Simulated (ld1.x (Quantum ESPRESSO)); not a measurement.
## Configuration tests for As (TM)

ld1.x (Quantum ESPRESSO) 7.5 input, shortened:

```
&input
   title='As', zed=33., rel=1, dft='PZ', iswitch=3,
   config='[Ar] 3d10 4s2 4p1'
 /
 &inputp
   pseudotype=2, tm=.true., lloc=1,
   nlcc=.false.
 /
2
4S  1  0   2.00   0.00  1.50  1.50  0.0
4P  2  1   1.00   0.00  1.85  1.85  0.0
 &test
   configts(1)='4s2 4p1'
 /
```

Energies are relative to the spin-unpolarised reference configuration 4s2 4p1; without spin polarisation the order of configurations can differ from experiment. Spin-polarised rows fill each open shell by Hund’s rule, majority spin first.

```
   valence configuration  charge  ΔE all-electron (eV)  error AE − PS (meV)
                 4s2 4p3       0               -27.488                  +35
                 4s2 4p2      +1               -18.162                  +15
                 4s2 4p0      +3                28.040                  +26
                 4s0 4p5       0                -8.282                  +45
                 4s1 4p3      +1                -8.001                  +14
               4s2 4p3.3    -0.3               -28.766                  +39
                 4s1 4p0      +4                79.154                 +318
4s2 4p1 (spin-polarised)      +2                -0.226                  +45
4s2 4p3 (spin-polarised)       0               -28.812                 +214
```

Levels in the configuration 4s2 4p1 (spin-polarised):

```json
{"level": "4s up", "all-electron (eV)": "-34.176", "pseudo (eV)": "-34.289"}
{"level": "4p up", "all-electron (eV)": "-23.358", "pseudo (eV)": "-23.428"}
{"level": "4s down", "all-electron (eV)": "-33.272", "pseudo (eV)": "-33.103"}
```
